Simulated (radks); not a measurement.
The numbers below are computed, except where a source is named.
The palladium ion Pd6+, 40 electrons, occupied as [Kr] 4d4.

Code: a radial shooting solver on a logarithmic mesh with Libxc functionals. Model: Dirac Kohn-Sham, LDA (Slater exchange, Perdew-Wang correlation), spin-unpolarised, spherical densities, point nucleus; open shells are shared between the two j in proportion to 2j + 1.

Energy parts (eV):
| part | energy |
|---|---|
| total | -136941.384 |
| kinetic | 143021.108 |
| electron-nucleus | -328101.390 |
| Hartree | 51837.430 |
| exchange-correlation | -3698.532 |

Orbitals (lengths in bohr, moments of r in powers of bohr; r(max) is where P^2 peaks; r(90%) holds 90 % of the orbital's charge):
\begin{tabular}{lrrrrr}
orbital & occ. & eigenvalue (eV) & <r^4> & r(max) & r(90%) \\ \hline
1s1/2 & 2 & -24223.00 & 4.899e-06 & 0.02068 & 0.0572 \\
2s1/2 & 2 & -3623.823 & 0.0008763 & 0.1171 & 0.214 \\
2p1/2 & 2 & -3370.668 & 0.0005721 & 0.09052 & 0.192 \\
2p3/2 & 4 & -3211.531 & 0.0006553 & 0.09470 & 0.199 \\
3s1/2 & 2 & -734.8717 & 0.04178 & 0.3422 & 0.560 \\
3p1/2 & 2 & -634.9158 & 0.04157 & 0.3285 & 0.560 \\
3p3/2 & 4 & -607.1037 & 0.04637 & 0.3383 & 0.576 \\
3d3/2 & 4 & -429.6049 & 0.04266 & 0.2799 & 0.563 \\
3d5/2 & 6 & -424.0433 & 0.04417 & 0.2828 & 0.568 \\
4s1/2 & 2 & -180.4825 & 1.326 & 0.8411 & 1.32 \\
4p1/2 & 2 & -148.3328 & 1.729 & 0.8759 & 1.42 \\
4p3/2 & 4 & -143.3113 & 1.910 & 0.8989 & 1.45 \\
4d3/2 & 1.6 & -92.3795 & 3.871 & 1.002 & 1.74 \\
4d5/2 & 2.4 & -91.6412 & 3.982 & 1.010 & 1.76 \\
\end{tabular}

The highest occupied level is 4d5/2 at -91.641 eV. Summed over all electrons, <r^2> = 17.81 bohr^2, which gives a Langevin (diamagnetic) susceptibility term of -14.1 x 10^-6 cm^3/mol. For comparison, the ionisation energy in NIST's Atomic Spectra Database is 101 eV (theoretical). In exact Kohn-Sham theory the highest level is minus the ionisation energy, but local and semilocal functionals leave it too shallow, through self-interaction and a potential that decays too fast; potentials with the right tail come closer. The density falls to 0.001 e/bohr^3 at r = 2.63 bohr.

Beside tabulated values, note that spin-unpolarised runs miss the spin-polarisation part of the exchange energy of open shells.
